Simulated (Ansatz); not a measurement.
Reaction (substitution at a C–C bond): `C[CH](C)[Ge][Cl]` + `[CH3][SnH]([NH2])[OH]` → `C[O][SnH]([CH3])[NH2]` + `C[CH2][Ge][Cl]`

Calculated with Ansatz (gas phase, PBE0-D4/def2-TZVP geometries, no zero-point term in ΔE). CBS: MP2 limit from def2 TZ/QZ plus the TZ coupled-cluster correction, frozen cores. DFT in def2-TZVPP. B3LYP here is the variant with VWN-RPA as its local correlation; programs differ in this. def2 core potentials past Kr. For Ge, Sn outer-core shells are correlated without core-valence functions, which leaves a few kJ/mol of doubt a bond. Scalar relativity is left out up to krypton. Each species was taken in one conformer, which may not be the lowest.

`C[CH](C)[Ge][Cl]`:

Cartesian coordinates in Å:
```
C 0.084 0.053 1.336
C 0.194 -0.585 -0.042
C 0.641 0.416 -1.102
Ge -1.506 -1.487 -0.608
Cl -2.804 0.288 -0.550
H -0.648 0.864 1.333
H 1.047 0.473 1.647
H -0.218 -0.664 2.106
H 0.922 -1.407 0.000
H 1.622 0.835 -0.849
H 0.732 -0.034 -2.096
H -0.066 1.246 -1.176
```

`[CH3][SnH]([NH2])[OH]`:

```xyz
11

C    -1.446   -0.786    0.631
Sn    0.514   -0.022    0.326
N     1.047    0.272   -1.602
O     0.404    1.791    1.087
H    -2.150   -0.215    0.026
H    -1.498   -1.838    0.353
H    -1.715   -0.676    1.682
H     1.800   -0.879    1.064
H     0.288    0.344   -2.266
H     1.729   -0.379   -1.964
H     1.026    2.387    0.663
```

`C[O][SnH]([CH3])[NH2]`:

Cartesian coordinates in Å:
```
C 0.842 -1.920 1.028
O 1.106 -0.915 0.090
Sn 0.068 0.770 0.134
C -1.873 0.363 -0.635
N 1.003 2.074 -1.082
H 1.576 -2.723 0.900
H -0.156 -2.367 0.903
H 0.920 -1.566 2.067
H 0.147 1.347 1.744
H -2.383 -0.363 -0.002
H -2.460 1.281 -0.671
H -1.782 -0.046 -1.641
H 1.945 2.298 -0.789
H 1.048 1.766 -2.045
```

`C[CH2][Ge][Cl]`:

Cartesian coordinates in Å:
```
C -0.578 0.611 0.429
C 0.738 -0.122 0.254
Ge 1.024 -1.402 -1.247
Cl -0.975 -1.352 -2.156
H -1.409 -0.087 0.549
H -0.560 1.264 1.306
H -0.810 1.227 -0.442
H 1.582 0.580 0.162
H 0.987 -0.720 1.145
```

**Question.** Is it downhill or uphill in electronic energy at CCSD(T)/CBS, and by how much? (An estimate is asked.)

**Answer.** Computed: Uphill: ΔE = +60.9 kJ/mol.

**Question.** What do these levels give: PBE-D4, PBE0-D4, B3LYP-D4, ωB97X-V, ωB97M-V, B2PLYP, PBE, PBE0, HF/def2-TZVPP, CCSD/def2-TZVPP, HF/def2-QZVPP, MP2/def2-QZVPP? (An estimate is asked.)

**Answer.** The calculation gave: PBE-D4 54.5, PBE0-D4 56.5, B3LYP-D4 51.7, ωB97X-V 53.3, ωB97M-V 56.6, B2PLYP 53.4, PBE 51.6, PBE0 54.1, HF/def2-TZVPP 43.5, CCSD/def2-TZVPP 57.8, HF/def2-QZVPP 42.8, MP2/def2-QZVPP 67.2 kJ/mol.

Largest T1 diagnostic among the species: 0.012.

In def2-TZVPP, CCSD(T) changes the Hartree–Fock value by +15.7 kJ/mol (the triples alone add +1.4 kJ/mol) and MP2 by +22.9 kJ/mol. The D4 term adds +4.9 kJ/mol with B3LYP and +2.5 kJ/mol with PBE0; it sums over pairs of atoms, weighted by their polarisabilities, and B3LYP, whose exchange is more repulsive, gets the larger term.
